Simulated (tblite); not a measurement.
Species: C2H6Al2Cl3F.
Numbering: `[CH3:1][CH2:2][Al@H-:3]1[Cl+:4][Al@-:5]([F:6])([Cl:7])[Cl+:8]1` (hydrogens: H9, H10, H11 on C1; H12, H13 on C2; H14 on Al3)

Computed with GFN2-xTB (tblite), gas phase: L-BFGS steps from a force-field or distance-geometry start until the largest atomic force falls under 0.01 eV/Å.

Step 66: E = -767.1577 eV
```
atom  x, y, z in Å  |  force x, y, z in eV/Å
C1     -2.2745    0.6479    0.3062   -0.032  -0.006   0.030
C2     -1.5333   -0.6560   -0.0542    0.025   0.002   0.005
Al3     0.2955   -0.2809    0.6011    0.021   0.012   0.009
Cl4     1.9530   -1.6724    0.2436   -0.048   0.007   0.001
Al5     3.0526   -0.0816   -0.8382   -0.001   0.018  -0.015
F6      3.0607   -0.5421   -2.4239   -0.022  -0.032   0.006
Cl7     4.6854    0.5430    0.1714   -0.024   0.009   0.003
Cl8     1.2835    1.2156   -0.6719    0.057   0.031  -0.014
H9     -1.9068    1.4884   -0.2838   -0.023  -0.038  -0.019
H10    -3.3479    0.5546    0.1459   -0.007   0.034  -0.030
H11    -2.1167    0.8955    1.3561    0.032  -0.008   0.022
H12    -2.0054   -1.4694    0.5116    0.003  -0.031  -0.023
H13    -1.7210   -0.8887   -1.1088   -0.004   0.003  -0.025
H14     0.5743    0.2456    2.0227    0.024   0.000   0.050
```

Step 67: E = -767.1599 eV
```
atom  x, y, z in Å  |  force x, y, z in eV/Å
C1     -2.2777    0.6479    0.3044   -0.050   0.012   0.017
C2     -1.5221   -0.6501   -0.0479   -0.006  -0.030  -0.037
Al3     0.3032   -0.2804    0.6241    0.005   0.022  -0.004
Cl4     1.9569   -1.6717    0.2627   -0.041   0.017  -0.016
Al5     3.0385   -0.0846   -0.8481   -0.005   0.015   0.013
F6      3.0327   -0.5656   -2.4262   -0.022  -0.041  -0.023
Cl7     4.6737    0.5577    0.1442    0.003   0.012   0.011
Cl8     1.2771    1.2162   -0.6712    0.034   0.004   0.015
H9     -1.8854    1.4981   -0.2565   -0.026  -0.051  -0.002
H10    -3.3467    0.5647    0.1005    0.063   0.008  -0.014
H11    -2.1577    0.8744    1.3641    0.016   0.005   0.009
H12    -2.0082   -1.4721    0.4947    0.018  -0.009  -0.036
H13    -1.6770   -0.8738   -1.1122   -0.015   0.019   0.020
H14     0.5921    0.2388    2.0451    0.025   0.018   0.046
```

**Question.** Estimate the geometry and energy of step 68. (The exact step hangs on the optimiser's Hessian estimate; all steps are aligned on step 67, rigid shifts and turns removed.)

**Answer.** E = -767.1609 eV, largest force 0.045 eV/Å
```
atom  x, y, z in Å  |  force x, y, z in eV/Å
C1     -2.2788    0.6475    0.3038   -0.025  -0.006   0.011
C2     -1.5172   -0.6474   -0.0480    0.003  -0.018  -0.036
Al3     0.3068   -0.2788    0.6304   -0.006   0.033   0.011
Cl4     1.9559   -1.6716    0.2709   -0.026   0.022  -0.029
Al5     3.0322   -0.0851   -0.8506    0.001  -0.002   0.002
F6      3.0161   -0.5771   -2.4258   -0.017  -0.036  -0.009
Cl7     4.6683    0.5639    0.1358    0.012   0.009   0.010
Cl8     1.2784    1.2197   -0.6697    0.013  -0.003   0.029
H9     -1.8803    1.5006   -0.2466   -0.004  -0.024  -0.013
H10    -3.3443    0.5686    0.0840    0.041  -0.013  -0.001
H11    -2.1698    0.8657    1.3660    0.003   0.011   0.014
H12    -2.0037   -1.4731    0.4872    0.006  -0.019  -0.021
H13    -1.6640   -0.8689   -1.1138   -0.017   0.025   0.008
H14     0.5997    0.2356    2.0542    0.017   0.021   0.023
```

The energy changes by -0.0010 eV. The first-order estimate −F·Δx gives -0.0014 eV and the mean of the old and new forces, exact on a quadratic surface, -0.0010 eV. The step makes an angle of 78° with the force vector and moves no atom by more than 0.020 Å.

The cost below is that of the whole relaxation. The run took 2.2 s of wall time on AMD EPYC 9R14, one thread, no GPU, shared host with 96 logical CPUs at a one-minute load of 44.
